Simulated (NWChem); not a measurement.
System: BPH$_{4}$O; SMILES OBP

```xyz
7

B     -0.5939    -0.6941    -0.2987
H     -1.5856    -1.0490    -0.8951
O      0.1355    -1.6704     0.2776
H      0.9158    -1.3618     0.7508
P     -0.0944     1.1673    -0.3653
H      0.5056     1.2865     0.9257
H     -1.3674     1.6817     0.0112
```
Atoms are numbered in this order, from 1.

Results from NWChem. Coordinates come from a PBE0/def2-SVP optimisation. B3LYP is NWChem's, with the RPA form of VWN correlation. Static field.

```csv
level,isotropic polarisability (bohr³),anisotropy (bohr³)
PBE/aug-cc-pVDZ,50.9,16.4
B3LYP/aug-cc-pVDZ,(withheld),(withheld)
Hartree-Fock/aug-cc-pVDZ,45.3,10.8
"LDA (Slater exchange, VWN5)/aug-cc-pVDZ",51.6,16.6
```

Problem. What belongs in the gaps?

Solution. 
- B3LYP/aug-cc-pVDZ, isotropic polarisability (bohr³): 49.2
- B3LYP/aug-cc-pVDZ, anisotropy (bohr³): 14.6
